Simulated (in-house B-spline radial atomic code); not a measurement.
**Ionising the calcium ion Ca³⁺ with different functionals**

Computed with a radial B-spline atomic code at the basis-set limit: scalar-relativistic (spin-free X2C) Hamiltonian, Fermi nucleus of rms radius 3.4776 fm, spin-polarised at highest spin, spherical fractional occupations for the functionals, and exact exchange of hybrids averaged over the configuration. The ionisation energy is the difference of two self-consistent energies, [Ne] 3s2 3p5 → [Ne] 3s2 3p4, without Breit or QED terms; ε is the level of the shell that loses the electron (its least bound occupied spin orbital).

```json
{"method": "PBE0", "rung": "global hybrid", "ΔSCF (eV)": "67.19", "-ε(3p) (eV)": "61.23"}
{"method": "B3LYP", "rung": "global hybrid", "ΔSCF (eV)": "67.26", "-ε(3p) (eV)": "60.80"}
{"method": "TPSSh", "rung": "global hybrid", "ΔSCF (eV)": "67.26", "-ε(3p) (eV)": "59.97"}
{"method": "BHandHLYP", "rung": "global hybrid", "ΔSCF (eV)": "67.03", "-ε(3p) (eV)": "63.34"}
{"method": "r2SCAN0", "rung": "global hybrid", "ΔSCF (eV)": "?", "-ε(3p) (eV)": "?"}
{"method": "B97-1", "rung": "global hybrid", "ΔSCF (eV)": "67.20", "-ε(3p) (eV)": "60.84"}
{"method": "HSE06", "rung": "range-separated hybrid", "ΔSCF (eV)": "67.18", "-ε(3p) (eV)": "60.80"}
{"method": "wB97X", "rung": "range-separated hybrid", "ΔSCF (eV)": "67.17", "-ε(3p) (eV)": "63.87"}
{"method": "CAM-B3LYP", "rung": "range-separated hybrid", "ΔSCF (eV)": "67.22", "-ε(3p) (eV)": "62.76"}
{"method": "LC-wPBE", "rung": "range-separated hybrid", "ΔSCF (eV)": "?", "-ε(3p) (eV)": "?"}
```

**Question.** What does LC-wPBE give?

**Answer.** ΔSCF 67.36 eV, and -ε(3p) = 64.31 eV.

**Question.** What does r2SCAN0 give?

**Answer.** ΔSCF 67.25 eV, and -ε(3p) = 61.45 eV.

**Question.** Among the functionals, which spreads more, the ΔSCF values or the orbital energies?

**Answer.** The orbital energies: ΔSCF values span about 0.33 eV and the orbital energies 4.33 eV; here energy differences depend much less on the functional than eigenvalues do.

**Question.** How do they compare with the NIST value?

**Answer.** NIST lists 67.273 eV ± 0.0021 (semi-empirical, ground level to ground level). Errors run from -0.25 to +0.09 eV; TPSSh is closest (-0.01 eV), but part of that can be cancellation, since the calculations leave out spin-orbit coupling, Breit-QED terms, multiplet and fine-structure energies.
